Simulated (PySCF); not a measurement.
F₂H₄OSi₂, SMILES [SiH3]O[SiH](F)F. Atoms are numbered in the order given.

```xyz
9

Si     2.0389     0.5650     0.3238
O      0.4757     0.0675     0.6476
Si    -1.0208    -0.3215     0.1523
F     -0.9465    -1.5240    -0.9182
F     -1.6831     0.9283    -0.6202
H      2.0125     1.9057    -0.3219
H      2.6984    -0.4172    -0.5792
H      2.7660     0.6364     1.6174
H     -1.8691    -0.7133     1.2820
```

Geometry optimised at B3LYP-D3(BJ)/def2-SVP. A frequency run showed that this geometry is not a minimum. One conformer was computed; it need not be the lowest.

These are PySCF with TDDFT-PBE/def2-SVPD values and carry that method's errors.

Vertical excitations. 

```json
[
 {"state": "S1", "energy (eV)": "7.06", "λ (nm)": "176", "f": "0.000", "main pairs": "HOMO→LUMO 100 %"},
 {"state": "S2", "energy (eV)": "7.14", "λ (nm)": "174", "f": "0.004", "main pairs": "HOMO−1→LUMO 100 %"},
 {"state": "S3", "energy (eV)": "7.96", "λ (nm)": "156", "f": "0.027", "main pairs": "HOMO→LUMO+1 98 %"},
 {"state": "S4", "energy (eV)": "8.04", "λ (nm)": "154", "f": "0.016", "main pairs": "HOMO−1→LUMO+1 86 %"},
 {"state": "S5", "energy (eV)": "8.15", "λ (nm)": "152", "f": "0.001", "main pairs": "HOMO−1→LUMO+2 97 %"},
 {"state": "S6", "energy (eV)": "8.18", "λ (nm)": "152", "f": "0.043", "main pairs": "HOMO→LUMO+2 78 %"},
 {"state": "S7", "energy (eV)": "8.33", "λ (nm)": "149", "f": "0.108", "main pairs": "HOMO−2→LUMO 90 %"},
 {"state": "S8", "energy (eV)": "8.34", "λ (nm)": "149", "f": "0.013", "main pairs": "HOMO→LUMO+3 95 %"},
 {"state": "S9", "energy (eV)": "8.47", "λ (nm)": "146", "f": "0.056", "main pairs": "HOMO−1→LUMO+3 93 %"},
 {"state": "S10", "energy (eV)": "8.58", "λ (nm)": "145", "f": "0.005", "main pairs": "HOMO→LUMO+4 72 %, HOMO−1→LUMO+5 25 %"},
 {"state": "T1", "energy (eV)": "6.71", "λ (nm)": "185", "f": "0", "main pairs": "HOMO→LUMO 99 %"},
 {"state": "T2", "energy (eV)": "6.78", "λ (nm)": "183", "f": "0", "main pairs": "HOMO−1→LUMO 99 %"},
 {"state": "T3", "energy (eV)": "7.70", "λ (nm)": "161", "f": "0", "main pairs": "HOMO→LUMO+1 89 %"},
 {"state": "T4", "energy (eV)": "7.75", "λ (nm)": "160", "f": "0", "main pairs": "HOMO−1→LUMO+1 81 %"}
]
```
Triplets are in the Tamm–Dancoff approximation, which puts them higher than full response would, so one can lie above its singlet here.
